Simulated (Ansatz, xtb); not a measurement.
**ClGeHLiNO: which of two structures lies lower**

Structure a is a singlet given by its coordinates and structure b is a singlet given by its coordinates. Both are isolated molecules in the gas phase, relaxed with PBE0-D3(BJ)/def2-SVP.

a (Å):

```xyz
6

Cl    3.0598    0.8675   -0.8876
Ge    1.2347    1.1323    0.5504
Li    2.2296    3.0609   -0.9809
N     0.6363   -0.1287    1.5077
O     0.9688    2.7490    0.1911
H     1.1921   -0.9753    1.3459
```

Close contacts (Å): Cl1–Ge2 2.34, Cl1–Li3 2.35, Ge2–Li3 2.66, Ge2–N4 1.69, Ge2–O5 1.68, Li3–O5 1.75, N4–H6 1.03.

b (Å):

```yaml
atoms:
  - { symbol: Cl, position_ang: [-1.6226, 0.7213, 1.1202] }
  - { symbol: Ge, position_ang: [-0.1775, -0.0030, 2.8708] }
  - { symbol: Li, position_ang: [-0.2254, 2.4693, 1.6500] }
  - { symbol: N, position_ang: [0.0575, 1.8610, 3.4179] }
  - { symbol: O, position_ang: [1.0644, 1.3733, 2.4382] }
  - { symbol: H, position_ang: [0.5612, 1.9891, 4.2994] }
```

Close contacts (Å): Cl1–Ge2 2.38, Cl1–Li3 2.30, Ge2–Li3 2.76, Ge2–N4 1.96, Ge2–O5 1.90, Li3–N4 1.89, Li3–O5 1.87, N4–O5 1.49, N4–H6 1.02.

Quicker runs give these differences E(b) − E(a): GFN2-xTB −4.6 kcal/mol; HF/STO-3G −50.3 kcal/mol (at GFN2-xTB geometries); r2SCAN-D4/def2-SVP +1.2 kcal/mol (at GFN2-xTB geometries).

Q: Estimate which is lower in electronic energy at CCSD(T)/def2-SVP + ΔMP2/def2-TZVPP, and by roughly how much.

A: The CCSD(T)/def2-SVP + ΔMP2/def2-TZVPP calculation puts structure a lower, by 7.9 kcal/mol.

How the difference moves with the method:

| level | geometry | E(b) − E(a) (kcal/mol) | departure from the last row (kcal/mol) | job, with rough time for the two |
| --- | --- | --- | --- | --- |
| GFN2-xTB | GFN2-xTB | −4.6 | −12.6 | optimisation, 0.42 s |
| HF/STO-3G | GFN2-xTB | −50.3 | −58.2 | single point, 0.78 s |
| r2SCAN-D4/def2-SVP | GFN2-xTB | +1.2 | −6.7 | single point, 7.5 s |
| PBE0-D3(BJ)/def2-SVP | PBE0-D3(BJ)/def2-SVP | −0.8 | −8.7 | optimisation, 64 s |
| HF/def2-SVP | PBE0-D3(BJ)/def2-SVP | +1.7 | −6.2 | part of the CCSD(T) run |
| MP2/def2-SVP | PBE0-D3(BJ)/def2-SVP | +12.4 | +4.4 | part of the CCSD(T) run |
| CCSD(T)/def2-SVP | PBE0-D3(BJ)/def2-SVP | +5.7 | −2.2 | single point |
| CCSD(T)/def2-SVP + ΔMP2/def2-TZVPP | PBE0-D3(BJ)/def2-SVP | +7.9 |  | single point, 38 s |

GFN2-xTB, HF/STO-3G, PBE0-D3(BJ)/def2-SVP put the two in the other order. The largest departure from CCSD(T)/def2-SVP + ΔMP2/def2-TZVPP is that of HF/STO-3G, 58.2 kcal/mol. The last row adds to CCSD(T) the change of the MP2 difference between the two basis sets, here +2.2 kcal/mol.

With harmonic frequencies from PBE0-D3(BJ)/def2-SVP (ideal gas, rigid rotor, one conformer each, 400 K, 1 atm): the zero-point term adds +1.1 kcal/mol; ΔH is +8.5 and ΔG +10.1 kcal/mol.

The correlated steps freeze 16 core orbitals; the filled d shell of Ge is correlated; the last core shell of Li is correlated, in a basis made for valence electrons. Mirror images aren't counted in ΔG. Codes used: Ansatz 0.2.0, xtb 6.7.1; the last row on 1 thread of Arm Neoverse V1 on a shared host.
